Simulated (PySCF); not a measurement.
A side-by-side comparison of computed properties.

First species: C4H8ClFO2S.
InChI=1S/C4H8ClFO2S/c1-3(6)4(2)9(5,7)8/h3-4H,1-2H3/t3-,4+/m1/s1

Second species: C6H11FSSi.
InChI=1S/C6H11FSSi/c1-3-6(7)4-8-9-5(6)2/h3,5H,1,4,9H2,2H3/t5-,6-/m1/s1

Levels: PBE0/pcSseg-1 for HOMO energy, LUMO energy and HOMO–LUMO gap. Geometries: GFN2-xTB. All species are isolated and taken at one optimised geometry, non-relativistic unless stated. Electronic properties by PySCF.

Dipoles, sizes and rotational constants follow the conformer. The torsions of the flexible species, by atom-mapped SMILES:
- `[CH3:1][C@@H:2]([F:3])[C@H:4]([CH3:5])[S:6](=[O:7])(=[O:8])[Cl:9]`: C1–C2–C4–C5 -176°, C2–C4–S6–O7 -78°

The conformers of `C=C[C@@]1(F)CS[SiH2][C@@H]1C` aren't listed.

| property | column X | column Y |
| --- | --- | --- |
| HOMO energy | -9.22 eV | -6.74 eV |
| LUMO energy | -1.61 eV | -0.21 eV |
| HOMO–LUMO gap | 7.61 eV | 6.53 eV |

Task: Which column belongs to which species?

Result: Column X is the first species and column Y the second. The first has 17 atoms and 90 electrons, the second 20 and 86.

Task: How does each property change from the first species to the second?

Result: HOMO energy +2.48 eV; LUMO energy +1.40 eV; HOMO–LUMO gap -1.08 eV.

